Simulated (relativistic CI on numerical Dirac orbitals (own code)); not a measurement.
## Slater and spin-orbit integrals, Ir⁷⁰⁺

Calculated at this level of theory: Dirac-Coulomb-Breit CI, orbitals from a KLI potential per configuration, model QED (radiative potential, 1s self-energy scaled to tabulated hydrogen-like ionisation energies), unscaled Slater integrals (own radial code, finite nucleus).

Slater integrals F^k, G^k are unscaled and averaged over j, outside the closed core 1s2; ζ comes from projecting the Hamiltonian with its Breit term on Σ l·s of the shell.

- 2s²2p³: F^2(2p,2p) = 1.4784e+06, ζ(2p) = 9.2216e+06 cm⁻¹; <r>(2p) = 0.06326, <r^2>(2p) = 0.004892 (bohr units).
- 2s2p⁴: F^2(2p,2p) = 1.4771e+06, G^1(2s,2p) = 1.6026e+06, ζ(2p) = 9.2028e+06 cm⁻¹; <r>(2s) = 0.07087, <r^2>(2s) = 0.005983, <r>(2p) = 0.06331, <r^2>(2p) = 0.0049 (bohr units).
- 2p⁵: ζ(2p) = 9.1843e+06 cm⁻¹; <r>(2p) = 0.06339, <r^2>(2p) = 0.004912 (bohr units).

Averages of the first 10 configurations, taken without configuration mixing, which lowers the lowest level and can move excited configurations by several eV; other configurations of the list can lie among them:

| Configuration | Parity | States | Average energy above the lowest level (eV) |
| --- | --- | --- | --- |
| 2s²2p³ | odd | 20 | 1707.5 |
| 2s2p⁴ | even | 30 | 3241.6 |
| 2p⁵ | odd | 6 | 4841.6 |
| 2p⁴3s | even | 30 | 14891.2 |
| 2s²2p²3s | even | 30 | 11832.0 |
| 2p⁴3p | odd | 90 | 15330.4 |
| 2p⁴3d | even | 150 | 15678.6 |
| 2s²2p²3p | odd | 90 | 12284.1 |
| 2s²2p²3d | even | 150 | 12632.2 |
| 2s2p³3s | odd | 80 | 13328.5 |
